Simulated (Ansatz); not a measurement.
System (SMILES): Cl[Se]Cl.
Atoms: Se1, Cl2, Cl3. Bonds: Se1-Cl2, Se1-Cl3.

Basis-set convergence of the highest harmonic wavenumber at PBE0 with Ansatz (a first-principles code). Each level at its own minimum, finite differences of forces, unscaled; the reference is a large set that could be run, not a limit. Cartesian d functions, on some or all atoms, in 3-21G, 6-311G**; all else is spherical. The program fits the integrals of some runs and decomposes those of others, by size. No added dispersion term, no relativity. Reference: the value in aug-pcseg-2, 435 cm⁻¹. Deviations are taken from unrounded values.

```
basis            functions  highest harmonic wavenumber (cm⁻¹)  minus reference (cm⁻¹)
---------------  ---------  ----------------------------------  ----------------------
3-21G                   49                                 375                     -60
cc-pV(D+d)Z             73                                 428                      -7
aug-pcseg-1             90                                 426                      -9
6-311G**                98                                 425                     -10
cc-pV(T+d)Z            121                                 437                       1
def2-TZVP              122                                 436                       1
def2-TZVPD             149                                 437                       2
def2-TZVPPD            159                                 437                       2
aug-cc-pV(T+d)Z        169                                 435                       0
```

The smallest set listed that lies within 20 cm⁻¹ of the reference with all its larger relatives (same family, alike in diffuse functions; a set with none counts only in the reference's own line) is cc-pV(D+d)Z (73 functions, -7 cm⁻¹ off). Inside, with no larger relative to test it: 6-311G**, aug-cc-pV(T+d)Z. (Relatives not listed, tested too: def2-TZVPP 1, aug-pcseg-2 0 cm⁻¹.)
